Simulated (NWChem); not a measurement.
C2H3ClN2Si; SMILES N#C/N=C\[SiH2]Cl

```xyz
9

N      0.8853     3.2325    -0.0228
C     -0.0095     2.4873    -0.0131
N     -1.1056     1.7283    -0.0025
C     -1.0331     0.4478    -0.0106
Si     0.5722    -0.5901    -0.0371
Cl    -0.0148    -2.5667    -0.0340
H     -2.0021    -0.0787    -0.0008
H      1.3307    -0.2862    -1.2786
H      1.3667    -0.2929     1.1832
```
Atoms are numbered in this order, from 1.

Program: NWChem. All runs use the structure optimised with PBE0/def2-SVP. Atomic charges in e: unrestrained fits to the electrostatic potential beside Mulliken populations; buried atoms are poorly determined by the fit.

Task: What does the run give for B3LYP/def2-SVP? Quantities: ESP N1; Mulliken N1; ESP C2; Mulliken C2; ESP N3; Mulliken N3; ESP C4; Mulliken C4; ESP Si5; Mulliken Si5; relative RMS misfit of the potential (%).

Result: 
```json
{
  "ESP N1": "-0.50",
  "Mulliken N1": "0.10",
  "ESP C2": "0.60",
  "Mulliken C2": "-0.19",
  "ESP N3": "-0.45",
  "Mulliken N3": "-0.08",
  "ESP C4": "0.22",
  "Mulliken C4": "-0.12",
  "ESP Si5": "0.36",
  "Mulliken Si5": "0.55",
  "relative RMS misfit of the potential (%)": "24"
}
```
